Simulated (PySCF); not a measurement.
# Structure from NMR data

Molecular formula: C$_{2}$H$_{7}$ClSi$_{2}$. Simulated spectra:

$^{1}$H NMR (500 MHz, computed): δ 6.98 (q, 1H), 4.28 (s, 3H), 4.25 (d, 3H).

$^{13}$C{$^{1}$H} NMR (computed): δ 160.1 (C), 141.1 (CH).

Isolated molecule, single conformer, no relativistic terms, averaged over atoms made equivalent by symmetry, fast rotation or ring inversion. Geometry: GFN2-xTB; PBE0/pcSseg-1 with gauge-including orbitals; PySCF 2.14.0 with density-fitted response routines.

Shifts are taken against calculated references (same method and geometry level): $^{1}$H (31.72 ppm) and $^{13}$C (186.93 ppm) vs TMS.

Task: Propose a structure and justify it.

Result: 
1. The formula gives 1 degree of unsaturation (no ring in the answer).
2. 2 carbon signals for 2 carbons: no two carbons are equivalent.
3. Carbon types of the structure: 1 × C, 1 × CH, leaving 6 H on heteroatoms.
4. δC 160.1: fully substituted alkene carbon; as expected for a trigonal carbon in a double bond.
5. δC 141.1: alkene CH; an sp2 carbon of a C=C bond.
6. δH 6.98: hydrogen on an alkene CH; olefinic region.
7. δH 4.28, 4.25: hydrogen on a silicon bonded to C.

The compound is SMILES [SiH3]/C=C(\[SiH3])Cl.

This is the structure that produced the data.

Carbons that carry Cl, above all several Cl atoms, come out too deshielded, partly because spin–orbit coupling is missing. Shifts are as computed. Against solution values, carbons near 30 ppm lie about +3 ppm off and those near 130 ppm about +5 ppm; carbons on Cl a further +6 ppm. Of 1211 compounds with measured shifts, 218 miss one by over three times the rms of a fit or turn the order of signals round; such compounds aren't used in these exercises. No couplings were computed; multiplicities are counted from neighbouring protons, with m where these are inequivalent, close in shift, in a saturated or five-membered ring or joined by F or P, and br s for small geminal =CH2 splittings.
